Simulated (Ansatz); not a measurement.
Reaction (ligand exchange at the Si–Cl bond): `S[SiH2]Cl` + `OCS` → `SCO[SiH2]S` + HCl

Gas-phase electronic energies from Ansatz, PBE0-D4/def2-TZVP geometries. CBS: MP2 limit from def2 TZ/QZ plus the TZ coupled-cluster correction, frozen cores. This one scheme is used for every species. Functionals use def2-TZVPP. B3LYP here is the variant with VWN-RPA as its local correlation; programs differ in this. One conformer a species, not always the lowest.

Q: Is it downhill or uphill in electronic energy at CCSD(T)/CBS, and by how much? (An estimate is asked.)

A: The calculation gave: Downhill: ΔE = -10.4 kJ/mol.

Q: What do these levels give: r2SCAN-D4, B3LYP-D4, ωB97X-V, PBE, PBE0, B3LYP, HF/def2-TZVPP, SCS-MP2/def2-TZVPP, CCSD/def2-TZVPP, HF/def2-QZVPP, HF/CBS(def2), MP2/CBS(def2)? (An estimate is asked.)

A: Ansatz gave: r2SCAN-D4 -8.5, B3LYP-D4 -14.4, ωB97X-V -8.7, PBE 1.2, PBE0 1.4, B3LYP -4.3, HF/def2-TZVPP -4.0, SCS-MP2/def2-TZVPP -12.8, CCSD/def2-TZVPP -12.6, HF/def2-QZVPP -4.4, HF/CBS(def2) -4.4, MP2/CBS(def2) -9.0 kJ/mol.

Largest T1 diagnostic among the species: 0.012.

The D4 term adds −10.1 kJ/mol with B3LYP and −6.1 kJ/mol with PBE0; it sums over pairs of atoms, weighted by their polarisabilities, and B3LYP, whose exchange is more repulsive, gets the larger term. In def2-TZVPP, CCSD(T) changes the Hartree–Fock value by −10.2 kJ/mol (the triples alone add −1.6 kJ/mol) and MP2 by −8.8 kJ/mol.
